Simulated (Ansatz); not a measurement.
`B[SiH](F)[SeH]`, charge 0, multiplicity 1.

Q: Give a relaxed structure at PBE0-D4/def2-TZVP (Ansatz). (Estimate.)

A: The calculation gave: 
Z-matrix (Å, degrees):
```
B
Se 1 2.248
Si 1 1.929 2 69.6
H 1 1.198 2 103.2 3 110.2
H 1 1.192 2 109.3 3 -119.2
H 2 1.470 1 95.0 3 85.4
F 3 1.597 1 125.1 2 -94.7
H 3 1.480 1 127.9 2 90.8
```
